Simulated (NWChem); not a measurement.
System: CH3ClCrOS; SMILES [CH3][Cr](=[O])(=[S])[Cl]

Program: NWChem. Medium grid unless said otherwise, to which SCAN and Minnesota functionals are sensitive. The geometry was optimised at B3LYP/6-31G* (spherical d). No frequency run checked for a minimum.

Question: Estimate the computed values for SCAN/def2-SVP. Quantities: highest occupied level (eV); orbital gap (eV); dipole (D).

Answer: The highest occupied level (eV) is -7.09, the orbital gap (eV) is 1.82 and the dipole (D) is 1.98.
